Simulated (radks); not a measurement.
The numbers below are computed, except where a source is named.
Ionisation of Al+, [Ne] 3s2, to Al2+, [Ne] 3s1, under several functionals. Dirac Kohn-Sham, spin-unpolarised, spherical densities, point nucleus; a radial shooting solver on a logarithmic mesh with Libxc functionals.

functional         E(Al+) (hartree)  Exc (hartree)  IE (eV)  -e(HOMO) (eV)  <r> HOMO (bohr)  IE error (eV)
revPBE                   -242.55969      -18.33791   19.152         14.770            2.383         +0.323
exchange-only PBE        -242.05129      -17.81298   18.507         14.025            2.398         -0.322
exchange-only LDA        -240.62119      -16.33512   18.224         13.782            2.398         -0.605
AM05                     -241.66325      -17.40675   19.125         14.732            2.379         +0.296
Wu-Cohen GGA             -242.25991      -18.02886   19.193         14.801            2.374         +0.364
PW91                     -242.58988      -18.36954   19.278         14.863            2.375         +0.449

NIST Atomic Spectra Database: 18.829 eV (measured). Closest: AM05. The Delta-SCF values span 1.05 eV, the total energies 1.97 hartree. The highest occupied level is 3s1/2. Spin polarisation and multiplet splitting are left out, so open shells lie too high by an amount that depends on their filling.

Beside tabulated values, note that spin-unpolarised runs miss the spin-polarisation part of the exchange energy of open shells.
